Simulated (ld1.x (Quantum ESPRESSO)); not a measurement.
**Cr (Z = 24) ultrasoft: all-electron and pseudo phase curves**

- Element: Cr (Z = 24)
- Generator: ld1.x (Quantum ESPRESSO) 7.5
- Type: ultrasoft
- Functional: LDA (PZ)
- Relativity: scalar-relativistic
- Frozen core: [Ne] 3s2
- Valence charge: 12
- Reference configuration: 3p6 3d5 4s1 4p0
- Partial waves: 4s (bound): rcut 2.45, rcutus 2.70 bohr; 4s channel at 1 Ry: rcut 2.45, rcutus 2.70 bohr; 3p (bound): rcut 1.40, rcutus 1.85 bohr; 4p (bound, empty): rcut 1.40, rcutus 1.85 bohr; 3d (bound): rcut 1.50, rcutus 2.00 bohr; 3d channel at 0.5 Ry: rcut 1.50, rcutus 2.00 bohr
- Local potential: all-electron potential smoothed inside 2.00 bohr (lloc = -1)
- Core correction: a·sin(br)/r model core inside 1.70 bohr
- Augmentation charge: built from norm-conserving waves at rcut, not smoothed further

The phase is arctan(r·u′/u) with u = r·R(r), unwrapped; energies in Ry, scanned from -5 to 5 Ry. A pole is an energy at which the radial function vanishes at the test radius. The pseudo phase is shifted by a multiple of π to meet the all-electron one at the reference energy, and phase errors are pseudo minus all-electron; the curves can meet again beyond the range given. Levels narrower than the energy grid can be missing from the lists of poles.

```
channel  radius (bohr)  reference energy (Ry)  poles, all-electron      poles, pseudo  unbroken range about the reference energy with phases within 0.05 rad  phase error 1 Ry above the reference energy (rad)
      s           2.94                  -0.31                 1.17         1.17, 3.14                                                              below 3.0                                             -0.000
      p           2.94                  -0.08          -3.32, 1.98  -3.32, 1.81, 4.10                                       not even at the reference energy                                             +0.344
      d           2.94                  -0.23          -0.09, 3.42        -0.09, 3.45                                                        the whole range                                             -0.000
```

A Bessel basis up to 400 Ry misses an occupied level by 0.46 Ry, so cutoffs and ghosts were not judged.

Phases in the p channel:

| E (Ry) | all-electron | pseudo |
| --- | --- | --- |
| -5.00 | 1.411 | 1.412 |
| -4.74 | 1.406 | 1.407 |
| -4.48 | 1.401 | 1.401 |
| -4.22 | 1.394 | 1.395 |
| -3.96 | 1.386 | 1.387 |
| -3.70 | 1.375 | 1.376 |
| -3.44 | 1.338 | 1.340 |
| -3.18 | -1.748 | -1.746 |
| -2.92 | -1.772 | -1.770 |
| -2.66 | -1.787 | -1.784 |
| -2.40 | -1.802 | -1.798 |
| -2.14 | -1.819 | -1.813 |
| -1.88 | -1.839 | -1.831 |
| -1.62 | -1.863 | -1.852 |
| -1.36 | -1.894 | -1.879 |
| -1.10 | -1.937 | -1.912 |
| -0.84 | -1.997 | -1.957 |
| -0.58 | -2.090 | -2.019 |
| -0.32 | -2.252 | -2.113 |
| -0.06 | -2.577 | -2.267 |
| 0.20 | -3.225 | -2.549 |
| 0.46 | -3.916 | -3.076 |
| 0.72 | -4.278 | -3.730 |
| 0.98 | -4.457 | -4.157 |
| 1.24 | -4.560 | -4.389 |
| 1.50 | -4.628 | -4.539 |
| 1.76 | -4.678 | -4.677 |
| 2.02 | -4.718 | -4.970 |
| 2.28 | -4.752 | -7.181 |
| 2.54 | -4.784 | -7.604 |
| 2.80 | -4.816 | -7.703 |
| 3.06 | -4.849 | -7.754 |
| 3.32 | -4.889 | -7.788 |
| 3.58 | -4.937 | -7.815 |
| 3.84 | -5.004 | -7.836 |
| 4.10 | -5.106 | -7.854 |
| 4.36 | -5.286 | -7.870 |
| 4.62 | -5.665 | -7.886 |
| 4.88 | -6.412 | -7.900 |
